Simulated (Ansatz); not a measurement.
Consider the ligand exchange at the Si–O bond: `C=C(F)[SiH2]O` + HCl → `C=C(F)[SiH2]Cl` + H₂O.

Calculated with Ansatz (gas phase, PBE0-D4/def2-TZVP geometries, no zero-point term in ΔE). CCSD(T)/CBS is the MP2 limit (def2-TZVPP, def2-QZVPP) plus CCSD(T) − MP2 in def2-TZVPP, frozen cores. This one scheme is used for every species. DFT in def2-TZVPP. Each species was taken in one conformer, which may not be the lowest.

`C=C(F)[SiH2]O`:

Z-matrix (Å, degrees):
```
Si
O 1 1.644
C 1 1.878 2 109.9
H 1 1.480 2 106.7 3 -119.4
H 1 1.487 2 112.2 3 119.7
H 2 0.958 1 117.7 3 -75.1
F 3 1.355 1 113.9 2 172.9
C 3 1.323 1 126.7 2 -6.8
H 8 1.082 3 119.1 1 -1.2
H 8 1.084 3 122.0 1 179.6
```

HCl:

Cartesian coordinates in Å:
```
Cl 0.136 0.022 0.624
H -0.136 -0.022 -0.624
```

`C=C(F)[SiH2]Cl`:

Z-matrix (Å, degrees):
```
Si
Cl 1 2.050
C 1 1.869 2 110.0
H 1 1.480 2 107.6 3 -120.5
H 1 1.480 2 109.2 3 117.9
F 3 1.349 1 115.3 2 -63.2
C 3 1.324 1 125.1 2 117.9
H 7 1.082 3 119.6 1 -1.6
H 7 1.085 3 121.7 1 178.6
```

H₂O:

```xyz
3

O    -0.050   -0.103   -0.372
H     0.715   -0.271    0.181
H    -0.665    0.373    0.191
```

```tsv
species	PBE0-D4 energy (Eh)
`C=C(F)[SiH2]O`	-543.52419
HCl	-460.66564
`C=C(F)[SiH2]Cl`	-927.81268
H₂O	-76.38097
```

(1) Work out ΔE.

Largest T1 diagnostic among the species: 0.012.

Answers

(1) ΔE = (-927.81268) + (-76.38097) − (-543.52419) − (-460.66564) = -0.00382 Eh = -0.10 eV. CCSD(T)/CBS gives -0.07 eV.

In def2-TZVPP, CCSD(T) changes the Hartree–Fock value by −0.04 eV (the triples alone add −0.01 eV) and MP2 by −0.08 eV.
